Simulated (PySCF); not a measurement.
PySCF 2.14 output of an unrestricted PBE0 calculation on a single atom or ion in x2c-TZVPPall with one added diffuse shell each of s, p, d, f type (12s8p8d4f1g, 113 functions), with scalar relativity by spin-free X2C-1e:

```
SCF conv_tol = 1e-09
number electrons alpha = 36  beta = 35
    C. Adamo and V. Barone.,  J. Chem. Phys. 110, 6158 (1999)
    M. Ernzerhof and G. E. Scuseria.,  J. Chem. Phys. 110, 5029 (1999)
cycle= 1 E= -15078.0716628352  delta_E= -0.0237  |g|= 0.22  |ddm|= 0.566
cycle= 2 E= -15078.0721888287  delta_E= -0.000526  |g|= 0.237  |ddm|= 0.292
cycle= 3 E= -15078.078796019  delta_E= -0.00661  |g|= 0.0123  |ddm|= 0.153
cycle= 4 E= -15078.080585174  delta_E= -0.00179  |g|= 0.0123  |ddm|= 0.149
cycle= 5 E= -15078.0816772787  delta_E= -0.00109  |g|= 0.0112  |ddm|= 0.101
cycle= 6 E= -15078.0833445542  delta_E= -0.00167  |g|= 0.0128  |ddm|= 0.625
cycle= 7 E= -15078.0840640202  delta_E= -0.000719  |g|= 0.00261  |ddm|= 0.271
cycle= 8 E= -15078.0841574713  delta_E= -9.35e-05  |g|= 0.00066  |ddm|= 0.088
cycle= 9 E= -15078.0841595555  delta_E= -2.08e-06  |g|= 0.000242  |ddm|= 0.0156
cycle= 10 E= -15078.0841597622  delta_E= -2.07e-07  |g|= 0.000155  |ddm|= 0.00131
cycle= 11 E= -15078.0841599612  delta_E= -1.99e-07  |g|= 8.19e-06  |ddm|= 0.00309
cycle= 12 E= -15078.0841599617  delta_E= -4.95e-10  |g|= 2.45e-06  |ddm|= 0.00012
converged SCF energy = -15078.0841599617  <S^2> = 1.299191  2S+1 = 2.48933
```

The run itself started from symmetry-adapted Hartree-Fock orbitals and held the occupation by maximum overlap, on a logarithmic radial grid, so the iterations belong to that start.

**Question.** Which element, charge and spin multiplicity is this?

**Answer.** Hf⁺ (hafnium, charge +1), multiplicity 2; the state was [Xe] 4f14 5d1 6s2, 2D determinant.

⟨L²⟩ = 8.09 against 6 for a pure D term, so this real determinant mixes terms. Spin-orbit coupling, absent here, splits the open shell strongly. ⟨S²⟩ = 1.30 against 0.75 shows spin contamination. The s, p, d and f populations moved away from the nominal configuration during the SCF.
